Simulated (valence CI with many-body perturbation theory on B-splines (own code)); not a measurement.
The numbers below are computed, except where a source is named.
# Ho⁴⁵⁺: what each term of the Hamiltonian does

Level of theory: configuration interaction combined with many-body perturbation theory (CI+MBPT): four valence electrons over a frozen Dirac-Fock core [Ar], a basis of 9 s, 9 p, 10 d, 8 f, 5 g, 3 h, 1 i functions for each j, with the one-electron correlation potential Σ1 (screened to all orders), the two-electron term Σ2, the three-electron term Σ3, Breit, model QED; selected single and double excitations, second order for the rest (own B-spline code, finite nucleus).

No measured spectrum was set against this ion. As an estimate, large intervals hold to a few tenths of a per cent, small ones and those within an open d or f shell to about a per cent. The list stops below the first excitations out of the core. Only levels of the ground parity were solved; by the run's estimate the other parity begins above the list, which can be wrong where configurations are misplaced.

Each rung adds one term. CI alone is the Dirac-Coulomb CI over the frozen core; QED comes last and gives the full result, which names the levels. Energies are above (3d3/2^4) J=0 on the same rung, in eV.

Levels are named by their leading jj configuration (3d3/2^4 stands for four electrons in 3d with j = 3/2), which in mixed levels can hold well under half, so a name can repeat and another be missing. Letters in brackets count levels of one name in rising energy.

| Level | CI alone | + Σ1 | + Σ2 | + Σ3 | + Breit | Full |
| --- | --- | --- | --- | --- | --- | --- |
| (3d3/2^3 3d5/2) J=1 | 37.77 | 37.97 | 38.43 | 38.57 | 37.37 | 37.50 |
| (3d3/2^3 3d5/2) J=4 | 49.82 | 50.02 | 50.50 | 50.47 | 48.12 | 48.25 |
| (3d3/2^3 3d5/2) J=2 | 50.77 | 50.99 | 51.21 | 51.36 | 49.59 | 49.72 |
| (3d3/2^3 3d5/2) J=3 | 54.29 | 54.51 | 54.71 | 54.77 | 52.91 | 53.05 |
| (3d3/2^2 3d5/2^2) J=0 [a] | 83.72 | 84.12 | 84.72 | 84.71 | 82.53 | 82.78 |
| (3d3/2^2 3d5/2^2) J=2 [a] | 85.29 | 85.68 | 86.18 | 86.41 | 84.02 | 84.26 |
| (3d3/2^2 3d5/2^2) J=4 [a] | 86.99 | 87.40 | 88.29 | 88.40 | 85.06 | 85.31 |
| (3d3/2^2 3d5/2^2) J=3 [a] | 88.55 | 88.96 | 89.58 | 89.70 | 86.86 | 87.11 |
| (3d3/2^2 3d5/2^2) J=5 | 92.97 | 93.37 | 94.29 | 94.36 | 90.48 | 90.73 |
| (3d3/2^2 3d5/2^2) J=6 | 96.20 | 96.61 | 97.70 | 97.73 | 93.08 | 93.33 |
| (3d3/2^2 3d5/2^2) J=1 | 95.98 | 96.40 | 96.60 | 96.77 | 94.13 | 94.38 |
| (3d3/2^2 3d5/2^2) J=4 [b] | 100.63 | 101.04 | 101.52 | 101.45 | 97.73 | 97.98 |
| (3d3/2^2 3d5/2^2) J=3 [b] | 100.35 | 100.76 | 100.90 | 100.97 | 97.82 | 98.07 |
| (3d3/2^2 3d5/2^2) J=2 [b] | 101.77 | 102.19 | 102.22 | 102.39 | 99.26 | 99.51 |
| (3d3/2^2 3d5/2^2) J=2 [c] | 112.22 | 112.65 | 112.61 | 112.73 | 110.13 | 110.38 |
| (3d3/2^2 3d5/2^2) J=4 [c] | 117.17 | 117.61 | 117.61 | 117.78 | 114.53 | 114.79 |
| (3d3/2^2 3d5/2^2) J=2 [d] | 127.61 | 128.05 | 127.51 | 127.66 | 125.00 | 125.26 |
| (3d3/2 3d5/2^3) J=4 [a] | 133.86 | 134.45 | 135.39 | 135.42 | 131.25 | 131.62 |
| (3d3/2 3d5/2^3) J=3 [a] | 134.45 | 135.05 | 135.84 | 135.92 | 132.09 | 132.46 |

How does the ionisation energy move along the ladder, and which term matters most?

CI alone 3752.7, + Σ1 3755.3, + Σ2 3763.9, + Σ3 3764.0, + Breit 3760.8, + QED 3760.9 eV. The largest step is Σ2, 8.6 eV. NIST lists 3760 ± 4 eV (theoretical).
